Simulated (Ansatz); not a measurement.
`N[SiH]1N=C1Cl` + H–F → `N[SiH]1N=C1F` + HCl at 600 K and 1 bar (substitution at a C–Cl bond).

Program: Ansatz. Geometries: PBE0-D4/def2-TZVP. ΔE: electronic, gas phase. CCSD(T)/CBS adds triple-zeta CCSD(T) − MP2 to the extrapolated MP2 energy (def2 sets, frozen cores). This one scheme is used for every species. One conformer a species, not always the lowest.

| species | CCSD(T)/CBS energy (Eh) | H − E (kJ/mol) | S (J/(mol·K)) |
| --- | --- | --- | --- |
| `N[SiH]1N=C1Cl` | -898.10187 | 173.9 | 412.1 |
| H–F | -100.39570 | 42.3 | 194.0 |
| `N[SiH]1N=C1F` | -538.11155 | 176.2 | 396.0 |
| HCl | -460.38127 | 35.4 | 207.2 |

H − E and S are ideal-gas, rigid-rotor, harmonic terms from PBE0-D4/def2-TZVP, for one conformer and one mirror image of each species. 1 Eh = 2625.50 kJ/mol, R = 8.31446 J/(mol·K).

Question: By hand: ΔE, ΔH, ΔS and ΔG.

Answer: ΔE = (-538.11155) + (-460.38127) − (-898.10187) − (-100.39570) = 0.00475 Eh = 12.5 kJ/mol. Δ(H − E) = 176.2 + 35.4 − 173.9 − 42.3 = -4.6, so ΔH = 7.9 kJ/mol. ΔS = 396.0 + 207.2 − 412.1 − 194.0 = -2.9 J/(mol·K). ΔG = 7.9 − 600 × (-2.9)/1000 = 9.6 kJ/mol.

Question: By hand: the equilibrium constant, and the temperature at which ΔG would vanish if ΔH and ΔS stayed fixed.

Answer: log₁₀ K = −ΔG/(RT ln 10) = -0.8. ΔH and −TΔS have one sign here, so there is no such temperature. One of them is within its doubt of zero, so this could turn.

The number of gas molecules stays the same, so ΔS is small and ΔH decides. A doubt of 5 kJ/mol in ΔE shifts log₁₀ K by 0.4 here. Other conformers and mirror images would add mixing entropy, several J/(mol·K) or more a flexible species. These are equilibria of isolated gas molecules and say nothing of rates. Largest T1 diagnostic: 0.014 (customary marks: 0.02 for closed shells, 0.045 for open ones).
